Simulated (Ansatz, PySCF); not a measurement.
Mg(Br)(OMe) (CH3BrMgO), SMILES C[O][Mg][Br].

Geometry: PBE-D3(BJ)/def2-SVP. The structure was generated by enumeration; whether it is a known compound was not checked. One conformer was computed; it need not be the lowest.

Vertical ionisation energy (IE) and electron affinity (EA) in eV. Rows of orbital energies are one-electron estimates. Where ΔSCF, EOM or ADC give a negative EA the extra electron is unbound and the value depends on the basis.

```csv
level,IE,EA
"−ε(HOMO), −ε(LUMO), CAM-B3LYP/def2-TZVPD (PySCF)",…,…
"−ε(HOMO), −ε(LUMO), PBE/def2-TZVPD (PySCF)",5.94,2.31
"ΔSCF, CAM-B3LYP/def2-SVPD (Ansatz), final states of multiplicity 2 and 2",9.92,0.21
"ΔSCF, PBE/def2-SVPD (Ansatz), final states of multiplicity 2 and 2",9.13,0.38
```

### Question
Some entries are withheld; supply them. (Estimate from the structure and the level; the computed values follow.)

### Answer

- −ε(HOMO), −ε(LUMO), CAM-B3LYP/def2-TZVPD (PySCF), IE: 8.92
- −ε(HOMO), −ε(LUMO), CAM-B3LYP/def2-TZVPD (PySCF), EA: 0.86

### Question
What vertical singlet–triplet gap does ΔSCF give with CAM-B3LYP/def2-SVPD (Ansatz, an electronic-structure program) and with PBE/def2-SVPD (Ansatz)? (The exact figures need the calculation; the answer reports its results.)

### Answer
4.94 and 4.10 eV (triplet above singlet where positive).
